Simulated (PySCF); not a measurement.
Q: Write Cartesian coordinates for `BNBF` (B2FH4N) as optimised with PBE0-D3(BJ)/def2-SVP.

A: 
```xyz
8
B2FH4N angstrom
B      1.1858    0.1639   -0.2341
N      0.0365   -0.6438   -0.3940
B     -1.2528   -0.3660    0.1407
F     -2.2318   -1.2392   -0.0702
H      2.2330   -0.1906   -0.7211
H      1.0943    1.1931    0.3897
H      0.1279   -1.5105   -0.9186
H     -1.4760    0.6336    0.7745
```

Orientation and origin are arbitrary. Atoms count from 1 in this order. N2 (boron-bound nitrogen) is planar (angles 125.6°, 118.2° and 116.2°, sum 360.0°, 0.01 Å off the plane of its three neighbours). B3 (three-coordinate boron) is planar (angles 121.8°, 119.5° and 118.7°, sum 360.0°, 0.00 Å off the plane of its three neighbours). The 4 heavy atoms lie in one plane (0.008 Å rms). B1 (three-coordinate boron) is planar (angles 121.6°, 119.4° and 118.9°, sum 360.0°, 0.00 Å off the plane of its three neighbours).

Bonds between heavy atoms (Å): B1–N2 1.414, N2–B3 1.423, B3–F4 1.329.

Method used: PBE0-D3(BJ)/def2-SVP geometry optimisation, gas phase in PySCF.

Point group: Cs (every atom within 0.08 Å of its image). Not checked by PBE0-D3(BJ)/def2-SVP frequencies. One conformer, not necessarily the lowest (B1–N2–B3–F4 -178°).

The run took 35 s of wall time on one thread, Arm Neoverse N1 (aarch64), on a shared host, and the process peaked at 0.32 GiB of memory. That covers the optimisation of the geometry.
